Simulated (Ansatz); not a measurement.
`N[SiH](O)Br` → `N[Si]Br` + H₂O at 700 K and 1 bar (silylene formation by 1,1-elimination).

Isolated molecules relaxed with PBE0-D4/def2-TZVP in Ansatz; ΔE leaves out vibrations. CCSD(T)/CBS adds triple-zeta CCSD(T) − MP2 to the extrapolated MP2 energy (def2 sets, frozen cores). This one scheme is used for every species. For Br outer-core shells are correlated without core-valence functions, which leaves a few kJ/mol of doubt a bond. Scalar relativity is left out up to krypton. One conformer a species, not always the lowest.

```json
{"species": "`N[SiH](O)Br`", "CCSD(T)/CBS energy (Eh)": "-2994.82102", "H − E (kJ/mol)": "200.2", "S (J/(mol·K))": "433.6"}
{"species": "`N[Si]Br`", "CCSD(T)/CBS energy (Eh)": "-2918.35423", "H − E (kJ/mol)": "115.9", "S (J/(mol·K))": "356.2"}
{"species": "H₂O", "CCSD(T)/CBS energy (Eh)": "-76.37941", "H − E (kJ/mol)": "80.5", "S (J/(mol·K))": "218.4"}
```

H − E and S are ideal-gas, rigid-rotor, harmonic terms from PBE0-D4/def2-TZVP, for one conformer and one mirror image of each species. 1 Eh = 2625.50 kJ/mol, R = 8.31446 J/(mol·K).

Question: By hand: ΔE, ΔH, ΔS and ΔG.

Answer: ΔE = (-2918.35423) + (-76.37941) − (-2994.82102) = 0.08738 Eh = 229.4 kJ/mol. Δ(H − E) = 115.9 + 80.5 − 200.2 = -3.8, so ΔH = 225.6 kJ/mol. ΔS = 356.2 + 218.4 − 433.6 = 141.0 J/(mol·K). ΔG = 225.6 − 700 × (141.0)/1000 = 126.9 kJ/mol.

Question: By hand: the equilibrium constant, and the temperature at which ΔG would vanish if ΔH and ΔS stayed fixed.

Answer: log₁₀ K = −ΔG/(RT ln 10) = -9.5. ΔG = 0 at ΔH/ΔS = 1600 K.

The number of gas molecules changes by +1, which sets the sign of ΔS. A doubt of 5 kJ/mol in ΔE shifts log₁₀ K by 0.4 here. Other conformers and mirror images would add mixing entropy, several J/(mol·K) or more a flexible species. These are equilibria of isolated gas molecules and say nothing of rates. Largest T1 diagnostic: 0.011 (customary marks: 0.02 for closed shells, 0.045 for open ones).
